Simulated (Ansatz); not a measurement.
Zn₇S₇: single points at one geometry.

```yaml
crystal:
  periodic: [false, false, false]
  atoms:
    - {symbol: Zn, position_ang: [1.873452, -1.657174, -0.095585]}
    - {symbol: Zn, position_ang: [-1.355686, 1.910246, -1.443538]}
    - {symbol: Zn, position_ang: [-1.378762, -0.705751, -1.490861]}
    - {symbol: Zn, position_ang: [-1.830016, 0.718727, 1.224672]}
    - {symbol: Zn, position_ang: [-0.230072, -1.432288, 1.927452]}
    - {symbol: Zn, position_ang: [1.198447, 0.902988, -1.655473]}
    - {symbol: Zn, position_ang: [1.955045, 0.690289, 1.036957]}
    - {symbol: S, position_ang: [-3.114534, 0.696044, -0.688772]}
    - {symbol: S, position_ang: [-0.298800, -2.331116, -0.350820]}
    - {symbol: S, position_ang: [2.073472, -1.264140, 2.209842]}
    - {symbol: S, position_ang: [-0.425383, 0.716949, -3.184439]}
    - {symbol: S, position_ang: [0.179723, 2.064585, 0.384121]}
    - {symbol: S, position_ang: [3.145828, 0.099323, -0.957316]}
    - {symbol: S, position_ang: [-1.792704, -0.408682, 3.083771]}
basis:
  gaussian: {orbitals: def2-TZVP, fitting: {mean_field: def2-universal-jkfit}, initial_orbitals: start.molden}
hamiltonian: {xc: pbe, dispersion: d4}
scf: {omitted_lower_state_checks: [starts]}
output: {forces: true, orbitals: {seedname: orbitals}}
```

The file start.molden holds the orbitals of an earlier run on this structure, at another level or in another basis.

```sh
$ ansatz run in.yaml --threads 2 --pin off --events-out ev --progress --plain --max-ram 32768MiB --backend cuda --devices 0, --max-vram 18GiB
```

It prints (some lines left out):

```
Functional definition: PBE
2744 factors; integrals over basis functions are off by at most 2.7e-1 eV
mean field evaluation 1: about -414721.3057 eV, gradient 2.8e1 eV
mean field evaluation 2: about -414722.0898 eV, gradient 9.7e-1 eV
mean field evaluation 4: about -414722.1046 eV, gradient 1.1e-1 eV
mean field -414722.10459276 eV, -15240.7562350452 hartree, gradient 2.7e-5 eV, S^2 0.000000; 0 other end points of the search recorded, 0 dependent functions left out
reference -414722.10465359 eV, -15240.7562372803 hartree; 161, 161 occupied and 434, 434 virtual orbitals, 2744 factors
Total energy: -414723.69145908 eV, -15240.8145513068 hartree
Atom 0 at     1.873452    -1.657174    -0.095585 Å, force     0.012012    -0.134233    -0.152475 eV/Å
Atom 1 at    -1.355686     1.910246    -1.443538 Å, force    -0.051491     0.193941    -0.071414 eV/Å
Atom 2 at    -1.378762    -0.705751    -1.490861 Å, force     0.014872    -0.157176     0.011078 eV/Å
Atom 3 at    -1.830016     0.718727     1.224672 Å, force    -0.086677     0.116070    -0.059561 eV/Å
Atom 4 at    -0.230072    -1.432288     1.927452 Å, force     0.060882    -0.108469     0.009622 eV/Å
Atom 5 at     1.198447     0.902988    -1.655473 Å, force     0.080949    -0.012315    -0.154349 eV/Å
Atom 6 at     1.955045     0.690289     1.036957 Å, force     0.000326     0.138601     0.087652 eV/Å
Atom 7 at    -3.114534     0.696044    -0.688772 Å, force    -0.086236     0.015618     0.019576 eV/Å
Atom 8 at    -0.298800    -2.331116    -0.350820 Å, force    -0.013207    -0.107972     0.018188 eV/Å
Atom 9 at     2.073472    -1.264140     2.209842 Å, force     0.038452    -0.048961     0.092820 eV/Å
Atom 10 at    -0.425383     0.716949    -3.184439 Å, force     0.004822     0.002375    -0.090728 eV/Å
Atom 11 at     0.179723     2.064585     0.384121 Å, force     0.006858     0.092336     0.121526 eV/Å
Atom 12 at     3.145828     0.099323    -0.957316 Å, force     0.093478     0.025168    -0.006141 eV/Å
Atom 13 at    -1.792704    -0.408682     3.083771 Å, force    -0.075040    -0.014982     0.174208 eV/Å
Dipole moment:     0.336336     0.373430    -0.716199 e Å
Checks for a lower state left out: starts
```

It took 6 s on 2 threads of AMD EPYC 7R13 on a shared host and a share (18 GiB) of an NVIDIA H100 80GB HBM3, peak host memory 1.1 GiB.

As the first input, with `gaussian: {orbitals: def2-SVP, initial_orbitals: start.molden}`, `output: {orbitals: {seedname: orbitals}}` (abridged; 3.3 s):

```
Functional definition: PBE
mean field -414646.12971335 eV, -15237.9642097242 hartree, gradient 3.0e-5 eV, S^2 0.000000
Total energy: -414647.71659599 eV, -15238.0225265857 hartree
Checks for a lower state left out: starts
```

As the first input, with `gaussian: {orbitals: def2-SVP, initial_orbitals: start.molden}`, `hamiltonian: {xc: {name: LC-wPBE, parameters: {omega: 0.3/bohr}}}`, `output: {orbitals: {seedname: orbitals}}` (abridged; 3.9 s):

```
Functional definition: LC-wPBE
mean field -414659.18329503 eV, -15238.4439200029 hartree, gradient 1.4e-5 eV, S^2 0.000000
Total energy: -414659.18329505 eV, -15238.4439200038 hartree
Checks for a lower state left out: starts
```

First input, but with `gaussian: {orbitals: def2-SVP, initial_orbitals: start.molden}`, `hamiltonian: {xc: {name: LC-wPBE, parameters: {omega: 0.1/bohr}}}`, `output: {orbitals: {seedname: orbitals}}` (abridged; 4.8 s):

```
Functional definition: LC-wPBE
mean field -414652.45847527 eV, -15238.1967874349 hartree, gradient 2.3e-5 eV, S^2 0.000000
Total energy: -414652.45847549 eV, -15238.1967874430 hartree
Checks for a lower state left out: starts
```

First input, but with `hamiltonian: {xc: {name: r2SCAN0}, dispersion: d4}`, `output: {orbitals: {seedname: orbitals}}` (abridged; 6 s):

```
Functional definition: r2SCAN0
mean field -414790.56438097 eV, -15243.2720858580 hartree, gradient 2.3e-5 eV, S^2 0.000000
Total energy: -414791.07388949 eV, -15243.2908099509 hartree
Checks for a lower state left out: starts
```

The first input with `gaussian: {orbitals: def2-SVP, initial_orbitals: start.molden}`, `hamiltonian: {xc: {name: LC-wPBE, parameters: {omega: 0.15/bohr}}}`, `output: {orbitals: {seedname: orbitals}}` (abridged; 3.4 s):

```
Functional definition: LC-wPBE
mean field -414653.74557680 eV, -15238.2440875437 hartree, gradient 2.0e-5 eV, S^2 0.000000
Total energy: -414653.74557689 eV, -15238.2440875471 hartree
Checks for a lower state left out: starts
```

The first input with `hamiltonian: {xc: {name: LC-wPBE}}`, `output: {orbitals: {seedname: orbitals}}` (abridged; 5.5 s):

```
Functional definition: LC-wPBE
mean field -414739.08928669 eV, -15241.3804110341 hartree, gradient 1.4e-5 eV, S^2 0.000000
Total energy: -414739.08928669 eV, -15241.3804110345 hartree
Checks for a lower state left out: starts
```

Geometry: r2SCAN-D4/def2-SVP.

LC-ωPBE has ω = 0.4 bohr⁻¹. Single mean-field runs in def2-TZVP are fitted with def2-universal-jkfit.
